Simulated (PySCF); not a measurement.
Species: C₅H₄Cl₂O₂.
Cartesian coordinates in Å at the PBE0-D3(BJ)/def2-SVP level; atoms count from 1:
```xyz
13
C5H4Cl2O2 angstrom
C     -2.9860    0.2733    0.0501
O     -1.5839    0.4728    0.1462
C     -0.8341   -0.5970   -0.1037
O     -1.2571   -1.6818   -0.4014
C      0.5799   -0.2888    0.0301
C      1.7712   -0.0960    0.1281
C      3.1991    0.1119    0.2395
Cl     3.7646    1.2370   -1.0219
Cl     3.6211    0.6952    1.8716
H     -3.3178   -0.5050    0.7527
H     -3.4473    1.2353    0.2990
H     -3.2663   -0.0336   -0.9683
H      3.7499   -0.8262    0.0929
```

Computed, not measured: PySCF 2.14.0, density-fitted response routines, TDDFT PBE0/def2-SVPD, vertical, gas phase, core orbitals frozen in the response.

Frontier orbitals with the atoms that hold most of them (Löwdin shares over 4%, at most four atoms; ? is withheld):

| orbital | ε (eV) | atoms |
| --- | --- | --- |
| LUMO+2 | 0.12 | Cl8 18%, C6 16%, H13 15%, C7 15% |
| LUMO+1 | -1.12 | Cl9 26%, Cl8 22%, C7 22%, C5 12% |
| LUMO | ? | ? |
| HOMO | -8.59 | ? |
| HOMO-1 | -8.80 | C5 26%, C6 25%, Cl8 20%, Cl9 19% |
| HOMO-2 | -9.30 | Cl9 42%, Cl8 38%, C7 11%, H13 5% |
| HOMO-3 | -9.34 | Cl8 42%, Cl9 40%, C5 5%, C6 5% |

Q: Which atoms hold the LUMO, and with what shares?

A: C6 (bonded to 2 C) 19%; C3 (bonded to C and 2 O) 17%; C5 (bonded to 2 C) 16%; O4 (bonded to C) 16%. By element: carbon 52% or more, oxygen 16% or more.

Q: Which atoms hold the HOMO, and with what shares?

A: O4 (bonded to C) 39%; C6 (bonded to 2 C) 21%; C5 (bonded to 2 C) 21%; O2 (bonded to 2 C) 6%. By element: oxygen 45%, carbon 42% or more.

Q: What is the LUMO energy, and the HOMO–LUMO gap?

A: ε(LUMO) = -2.08 eV; the gap is 6.51 eV (0.2393 hartree).

Q: The HOMO–LUMO gap is 6.51 eV. Where does the response calculation put the lowest singlet, and from which orbitals?

A: S1 is at 4.68 eV (f = 0.0013), 1.83 eV below the gap, made of HOMO→LUMO (96%). Without the coupling terms of the response equations the lowest excitation would equal the gap.

Q: One configuration dominates each of S1, S3, S4 and S6. Which, and how do the shares of the two leading atoms of either orbital change from the occupied to the empty one?

A: 
- S1 (4.68 eV, f 0.0013), HOMO→LUMO (96%): O4 39% → 16%, C6 21% → 19%, C3 at most 6% → 17%
- S3 (5.54 eV, f 0.115), HOMO-1→LUMO (72%): C5 26% → 16%, C6 25% → 19%, C3 at most 11% → 17%
- S4 (6.04 eV, f 0.0001), HOMO-2→LUMO (75%): Cl9 42% → at most 16%, Cl8 38% → at most 16%, C6 at most 5% → 19%, C3 at most 5% → 17%
- S6 (6.11 eV, f 0.0002), HOMO-1→LUMO+1 (74%): C5 26% → 12%, C6 25% → at most 13%, Cl9 19% → 26%, Cl8 20% → 22%

One conformer stands for the species.
